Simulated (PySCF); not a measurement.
B₃H₅N₃, SMILES B1[N]BNBN1, multiplicity 2. Coordinates come from a PBE-D3(BJ)/def2-SVP optimisation. The isomer is the one that the SMILES or the coordinates give; other isomers of the formula were not compared.

Computed equilibrium geometry at PBE-D3(BJ)/def2-SVP (PySCF confirms it by a frequency run) as a Z-matrix, and its point group:
point group C2v.
```
B
N 1 1.4368
H 2 1.0218 1 119.22
N 1 1.4368 2 118.30 3 180.00
H 4 1.0218 1 119.22 2 180.00
B 2 1.4540 3 117.95 1 180.00
N 6 1.4001 2 111.53 3 180.00
B 7 1.4001 6 132.97 2 0.00
H 8 1.2160 7 125.91 6 180.00
H 6 1.2160 7 125.91 8 180.00
H 1 1.2169 2 120.85 3 0.00
```
Charge 0, spin multiplicity 2.
